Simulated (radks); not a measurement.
Effect of the nuclear size on the scandium ion Sc3+, [Ar]. Calculated with a radial shooting solver on a logarithmic mesh with Libxc functionals: Dirac Kohn-Sham, PBE, spin-unpolarised, spherical densities, finite nucleus; Fermi nuclear charge, rms radius 3.5459 fm. The rms radius is varied about that value; shifts are against it.

rms radius (fm)  total energy shift (eV)  density at nucleus (e/bohr^3)  1s1/2 shift (meV)  2s1/2 shift (meV)  2p1/2 shift (meV)
3.0317                           -0.0105                           7291              -4.41             -0.360              0.051
3.1984                          -0.00724                           7280              -3.06             -0.249              0.035
3.5459                                 0                           7259              0.000              0.000              0.000
3.8579                           0.00711                           7242               3.00              0.245             -0.035
4.0317                            0.0113                           7233               4.78              0.390             -0.055

Slopes of the eigenvalues against <r^2> in GHz/fm^2, as finite differences over the two radii next to the reference (eigenvalue slopes, not the field-shift constants of lines): 1s1/2 315, 2s1/2 25.7, 2p1/2 -3.63.
